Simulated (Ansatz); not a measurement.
`CO[Si](F)(Cl)SC` + `BO[SiH2]N` → `CO[Si](N)(F)Cl` + `BO[SiH2]SC`  (redistribution)

Calculated with Ansatz (gas phase, PBE0-D4/def2-TZVP geometries, no zero-point term in ΔE). CBS: MP2 limit from def2 TZ/QZ plus the TZ coupled-cluster correction, frozen cores. DFT in def2-TZVPP. B3LYP here is the variant with VWN-RPA as its local correlation; programs differ in this. Each species was taken in one conformer, which may not be the lowest.

`CO[Si](F)(Cl)SC`:

Cartesian coordinates in Å:
```
C -2.536 -0.367 -0.370
O -1.710 0.743 -0.064
Si -0.173 0.683 0.415
F -0.024 -0.159 1.757
Cl 0.397 2.574 0.884
S 1.017 -0.192 -1.075
C 2.589 -0.310 -0.166
H -2.756 -0.945 0.531
H -3.468 0.020 -0.782
H -2.065 -1.021 -1.109
H 2.478 -0.928 0.722
H 2.952 0.680 0.103
H 3.300 -0.779 -0.846
```

`BO[SiH2]N`:

Cartesian coordinates in Å:
```
B -0.352 -0.876 -1.821
O -0.620 -0.670 -0.520
Si 0.339 -0.185 0.752
N -0.070 1.334 1.393
H 0.765 -0.709 -2.244
H -1.248 -1.225 -2.539
H 1.736 -0.121 0.260
H 0.128 -1.201 1.805
H -0.883 1.463 1.972
H 0.205 2.190 0.942
```

`CO[Si](N)(F)Cl`:

Z-matrix (Å, degrees):
```
C
O 1 1.414
H 1 1.094 2 110.8
H 1 1.093 2 111.4 3 121.5
H 1 1.090 2 107.9 3 -118.9
Si 2 1.614 1 125.3 3 -69.4
F 6 1.593 2 107.3 1 -44.4
N 6 1.675 2 108.2 1 -168.9
Cl 6 2.041 2 113.2 1 70.1
H 8 1.005 6 122.5 2 38.1
H 8 1.004 6 122.8 2 -153.3
```

`BO[SiH2]SC`:

Cartesian coordinates in Å:
```
B -0.452 1.994 -0.751
O -0.709 1.432 0.446
Si -1.140 -0.122 0.841
S 0.506 -1.255 1.513
C 1.423 -1.402 -0.049
H -0.553 1.341 -1.758
H -0.121 3.146 -0.776
H -2.094 -0.049 1.967
H -1.728 -0.746 -0.373
H 2.245 -2.094 0.133
H 1.835 -0.440 -0.354
H 0.790 -1.805 -0.839
```

Is it downhill or uphill in electronic energy at CCSD(T)/CBS, and by how much? (Estimate.)

The calculation gave: Downhill: ΔE = -10.8 kJ/mol.

What do these levels give: PBE-D4, r2SCAN-D4, PBE0-D4, ωB97X-V, B2PLYP, PBE0, B3LYP, HF/def2-TZVPP, CCSD(T)/def2-TZVPP, HF/def2-QZVPP, HF/CBS(def2), CCSD/CBS(def2)? (An estimate is asked.)

The calculation gave: PBE-D4 -8.5, r2SCAN-D4 -11.0, PBE0-D4 -10.8, ωB97X-V -10.3, B2PLYP -10.1, PBE0 -11.3, B3LYP -10.5, HF/def2-TZVPP -15.0, CCSD(T)/def2-TZVPP -11.1, HF/def2-QZVPP -15.2, HF/CBS(def2) -15.2, CCSD/CBS(def2) -11.9 kJ/mol.

Largest T1 diagnostic among the species: 0.012.

In def2-TZVPP, CCSD(T) changes the Hartree–Fock value by +3.9 kJ/mol (the triples alone add +1.2 kJ/mol) and MP2 by +5.5 kJ/mol.
